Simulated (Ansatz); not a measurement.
`C#[C][Zr]([OH])([F])[Cl]` + CH₃NH₂ → `C[NH][Zr]([OH])([F])[Cl]` + acetylene  (ligand exchange at a Zr–C bond)

Program: Ansatz. Geometries: PBE0-D4/def2-TZVP. ΔE: electronic, gas phase. CBS: MP2 limit from def2 TZ/QZ plus the TZ coupled-cluster correction, frozen cores. This one scheme is used for every species. Functionals use def2-TZVPP. def2 core potentials past Kr. For Zr outer-core shells are correlated without core-valence functions, which leaves a few kJ/mol of doubt a bond. One conformer a species, not always the lowest.

(1) Is it downhill or uphill in electronic energy at CCSD(T)/CBS, and by how much? (Estimate.)

(2) What do these levels give: revPBE-D4, PBE0-D4, ωB97X-V, RPA@PBE/def2-TZVPP, CCSD/def2-SVP, HF/def2-QZVPP? (An estimate is asked.)

(3) What do rigid-rotor, harmonic-oscillator terms from PBE0-D4/def2-TZVP frequencies (298.15 K, 1 bar) make of the CCSD(T)/CBS value? (Estimate.)

Largest T1 diagnostic among the species: 0.017.

Results:

(1) Ansatz gave: Downhill: ΔE = -43.1 kJ/mol.

(2) Ansatz gave: revPBE-D4 -41.3, PBE0-D4 -41.0, ωB97X-V -42.7, RPA@PBE/def2-TZVPP -35.4, CCSD/def2-SVP -49.5, HF/def2-QZVPP -30.9 kJ/mol.

(3) Computed: ΔZPE = -4.6 kJ/mol, ΔH = -47.3 kJ/mol, ΔS = -24 J/(mol·K), ΔG = -40.0 kJ/mol. Modes under 50 cm⁻¹ make the entropy rough.

The D4 term adds −4.3 kJ/mol with B3LYP and −2.5 kJ/mol with PBE0; it sums over pairs of atoms, weighted by their polarisabilities, and B3LYP, whose exchange is more repulsive, gets the larger term. Leaving LDA and LC-ωPBE aside and taking each functional with its dispersion term where it has one, the values, not all of them listed here, spread over 12.6 kJ/mol, from CAM-B3LYP-D4 to B97M-V. LDA lies −10.5 kJ/mol from PBE without D4. In def2-TZVPP, CCSD(T) changes the Hartree–Fock value by −8.9 kJ/mol (the triples alone add +0.1 kJ/mol) and MP2 by −10.7 kJ/mol.

B3LYP here is the variant with VWN-RPA as its local correlation; programs differ in this.
